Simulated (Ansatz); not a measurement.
Reactions of `N[SiH]([SiH3])CCl`.

Computed with Ansatz on PBE0-D4/def2-TZVP structures; ΔE is electronic, products minus reactants. CBS: MP2 limit from def2 TZ/QZ plus the TZ coupled-cluster correction, frozen cores. This one scheme is used for every species. Functionals use def2-TZVPP. B3LYP here is the variant with VWN-RPA as its local correlation; programs differ in this. For Se outer-core shells are correlated without core-valence functions, which leaves a few kJ/mol of doubt a bond. Scalar relativity is left out up to krypton. Each species was taken in one conformer, which may not be the lowest.

```tsv
reaction	HF/CBS(def2) (kJ/mol)	B3LYP-D4 (kJ/mol)	B2PLYP (kJ/mol)
`N[SiH]([SiH3])CCl` + H₂O → `N[SiH](O)CCl` + SiH₄	-147	-121	-129
`N[SiH]([SiH3])CCl` + `O[SiH](F)[SiH3]` → `N[SiH2]CCl` + `O[SiH](F)[SiH2][SiH3]`	-13	-11	-13
`N[SiH]([SiH3])CCl` + HCl → `N[SiH](Cl)CCl` + SiH₄	-138	-120	-125
`N[SiH]([SiH3])CCl` + H₂S → `N[SiH]([SiH3])S` + `CCl`	-76	-70	-72
`N[SiH]([SiH3])CCl` + `C=C=C[SeH]` → `N[SiH]([SiH3])[SeH]` + `C=C=CCCl`	-95	-84	-85
```

Q: Give the CCSD(T)/CBS values in the same order. (Best estimate.)

A: Computed: -118, -12, -120, -69, -88 kJ/mol.

Largest T1 diagnostic: 0.013, for `O[SiH](F)[SiH2][SiH3]`.
